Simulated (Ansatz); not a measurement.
Consider the substitution at a C–C bond: `CC(N)(O)C=S` + `[NH2][InH2]` → `S=C[NH][InH2]` + `CC(N)O`.

Isolated molecules relaxed with PBE0-D4/def2-TZVP in Ansatz; ΔE leaves out vibrations. CCSD(T)/CBS is the MP2 limit (def2-TZVPP, def2-QZVPP) plus CCSD(T) − MP2 in def2-TZVPP, frozen cores. Functionals use def2-TZVPP. B3LYP here is the variant with VWN-RPA as its local correlation; programs differ in this. def2 core potentials past Kr. For In outer-core shells are correlated without core-valence functions, which leaves a few kJ/mol of doubt a bond. Each species was taken in one conformer, which may not be the lowest.

`CC(N)(O)C=S`:

Cartesian coordinates in Å:
```
C 1.089 0.638 0.602
C -0.203 0.059 0.032
N -0.707 -0.942 0.944
O -1.108 1.103 -0.199
C 0.134 -0.686 -1.241
S -0.466 -0.348 -2.691
H 0.849 1.165 1.529
H 1.517 1.358 -0.096
H 1.816 -0.146 0.817
H -1.638 -1.222 0.661
H -0.777 -0.549 1.875
H -1.337 1.080 -1.145
H 0.830 -1.511 -1.088
```

`[NH2][InH2]`:

Cartesian coordinates in Å:
```
N 0.123 -0.840 -0.627
In -0.111 0.758 0.565
H -0.496 -1.633 -0.642
H 0.877 -0.952 -1.284
H 1.087 1.969 0.395
H -1.479 0.698 1.594
```

`S=C[NH][InH2]`:

Cartesian coordinates in Å:
```
S 0.394 0.160 -2.911
C 0.506 -0.085 -1.297
N -0.410 0.239 -0.374
In -0.255 -0.078 1.665
H 1.399 -0.558 -0.878
H -1.226 0.675 -0.793
H 1.218 -0.825 2.076
H -1.627 0.471 2.511
```

`CC(N)O`:

```xyz
11

C     0.922    0.882   -0.180
C     0.037   -0.342   -0.183
N    -1.345    0.040   -0.251
O     0.392   -1.085    0.981
H     1.971    0.591   -0.137
H     0.745    1.477   -1.075
H     0.702    1.494    0.699
H     0.245   -0.948   -1.074
H    -1.610    0.562    0.576
H    -1.957   -0.762   -0.330
H    -0.102   -1.909    0.975
```

```csv
level,ΔE (kJ/mol)
PBE-D4,-54.4
r2SCAN-D4,-54.7
B3LYP-D4,-55.9
PBE0,-56.5
MP2/def2-TZVPP,-39.1
HF/CBS(def2),-67.3
MP2/CBS(def2),-39.6
CCSD/CBS(def2),-43.1
```

(1) What does CCSD(T)/CBS give? (Best estimate.)

Largest T1 diagnostic among the species: 0.018.

Answers

(1) Computed: -40.3 kJ/mol. The listed levels differ from it by -14.1, -14.4, -15.6, -16.2, 1.2, -27.0, 0.7, -2.8 kJ/mol.

In def2-TZVPP, CCSD(T) changes the Hartree–Fock value by +26.4 kJ/mol (the triples alone add +2.8 kJ/mol) and MP2 by +27.1 kJ/mol. The D4 term adds +6.6 kJ/mol with B3LYP and +3.7 kJ/mol with PBE0; it sums over pairs of atoms, weighted by their polarisabilities, and B3LYP, whose exchange is more repulsive, gets the larger term.
